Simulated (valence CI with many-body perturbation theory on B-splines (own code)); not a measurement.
# Energy levels of Te2+

Calculated by valence CI with perturbative core correlation (CI+MBPT): four valence electrons over a frozen Dirac-Fock core [Kr] 4d10, a basis of 11 s, 11 p, 10 d, 8 f, 5 g, 2 h functions for each j, with the one-electron correlation potential Σ1 (screened to all orders), the two-electron term Σ2, the three-electron term Σ3, Breit, model QED; selected single and double excitations, second order for the rest, scaled by the run's own slope (own B-spline code, finite nucleus).

Against 42 measured levels this calculation errs by 134 cm⁻¹ on average and by 416 at most. These come from a selection out of Zhang, Palmeri, Quinet and Biemont, Astron. Astrophys. 551, A136 (2013). Levels without a partner in it may be off by more. Among the levels kept, up to 1000 cm⁻¹ of a level comes from second order outside the variational space, and about a tenth of that is noise between levels of different J, which matters for small intervals. 26 measured levels below the end of the list, from 95031 cm⁻¹ on, found no clear computed partner, and computed levels of the same name lie up to 2005 cm⁻¹ from them.

Levels 181 to 199 of 199, with energies above the lowest level, 5s2 5p2 3P_0. "Leading %" is the weight of the configuration and term that name the level; weights of strongly mixed levels are sums over their largest components and can fall short. Lifetimes count E1, E2, E3, M1 and M2 decay at the calculated energies, and are blank where another channel may lead or the interval is too uncertain; long ones can be off by a factor of two.

```
No.  Configuration  Term  J  E (cm⁻¹)  Leading %    Second component  Lifetime
181      5s2 5p 8p    3P  2    197642         63   25 % 5s2 5p 8p 1D   4.42 ns
182      5s 5p2 5d    3F  2    197863         34   13 % 5s2 5p 8p 1D    278 ps
183      5s 5p2 5d    3F  3    198013         40   20 % 5s 5p2 5d 1F    193 ps
184      5s2 5p 8p    1S  0    198227         41   27 % 5s2 5p 9p 3P   6.89 ns
185      5s2 5p 9p    3D  1    198322         51   14 % 5s2 5p 9p 1P    685 ps
186      5s2 5p 9p    3D  2    198844         43   28 % 5s2 5p 9p 1D   2.14 ns
187      5s2 5p 9p    3P  1    198848         44   28 % 5s2 5p 9p 3S   4.52 ns
188      5s 5p2 6s    3D  1    199130         32   15 % 5s2 5p 9p 3D    213 ps
189      5s 5p2 5d    3G  4    199154         31   20 % 5s2 5p 6f 1G    461 ps
190      5s 5p2 5d    3G  3    199177         40   20 % 5s2 5p 7f 3G    554 ps
191      5s2 5p 9p    3P  0    199278         39   25 % 5s2 5p 8p 1S   3.37 ns
192      5s 5p2 6s    3D  2    199373         41   18 % 5s 5p2 5d 3D    183 ps
193      5s2 5p 6f    3G  5    199589         47   28 % 5s 5p2 5d 3G   1.05 ns
194      5s 5p2 6p   5D°  2    199767         68  18 % 5s 5p2 6p 5P°   2.54 ns
195      5s 5p2 6s    3D  3    200031         55   14 % 5s 5p2 5d 3D    223 ps
196      5s2 5p 6f    3F  4    200286         41   20 % 5s 5p2 5d 3F    406 ps
197      5s 5p2 6p   3S°  1    200349         51  29 % 5s 5p2 6p 5D°   3.07 ns
198      5s 5p2 5d    3P  0    200359         46     15 % 5s2 5d2 3P    251 ps
199      5s2 5p 6f    1F  3    200654         21   19 % 5s2 5p 6f 3G   1.30 ns
```

Names give the largest LS component (configuration and term), which can be under half, so a name can repeat, a term be missing and a line seem to break the LS rules; names also repeat where a configuration has a term twice.

Where two levels of one J and parity lie close, their mixing, g and order are uncertain.
